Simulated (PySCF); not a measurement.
Species: C₃H₄B (charge +1).
SMILES with atom numbers: `[BH2:1][c:2]1[cH:3][cH+:4]1` (hydrogens: H5, H6 on B1; H7 on C3; H8 on C4)

Theory: EOM-IP-CCSD/aug-cc-pVDZ in PySCF, restricted Hartree–Fock reference, 4 core orbitals frozen, non-relativistic, gas phase, PBE0-D3(BJ)/def2-SVP geometry.

Hartree–Fock orbital energies give these Koopmans values (eV): HOMO 18.63, HOMO-1 19.68, HOMO-2 20.58, HOMO-3 20.83.

Question: What vertical ionisation energies does EOM-IP-CCSD give?

Answer: 
```json
{"leading hole (HF orbital)": "HOMO", "Koopmans (eV)": "18.63", "EOM-IP-CCSD (eV)": "18.26", "change (eV)": "-0.37", "one-hole share": "0.96"}
{"leading hole (HF orbital)": "HOMO-1", "Koopmans (eV)": "19.68", "EOM-IP-CCSD (eV)": "18.82", "change (eV)": "-0.86", "one-hole share": "0.96"}
{"leading hole (HF orbital)": "HOMO-2", "Koopmans (eV)": "20.58", "EOM-IP-CCSD (eV)": "19.73", "change (eV)": "-0.85", "one-hole share": "0.96"}
{"leading hole (HF orbital)": "HOMO-3", "Koopmans (eV)": "20.83", "EOM-IP-CCSD (eV)": "20.84", "change (eV)": "+0.01", "one-hole share": "0.95"}
```

Question: Does the order of the lines follow the orbital energies?

Answer: Yes, no two lines change places. The corrections run from -0.86 to +0.01 eV, with a mean of -0.52 eV over the 4 lines; EOM-IP-CCSD lies above the Koopmans value for HOMO-3.

Question: At what kinetic energies would He II light (40.81 eV) eject these electrons?

Answer: 22.55 eV (HOMO), 21.99 eV (HOMO-1), 21.08 eV (HOMO-2), 19.97 eV (HOMO-3).

One root was sought for each valence orbital with −ε under 21 eV, eight at most, so deeper holes and satellites are missing; no vibrational structure.

One conformer stands for the species.
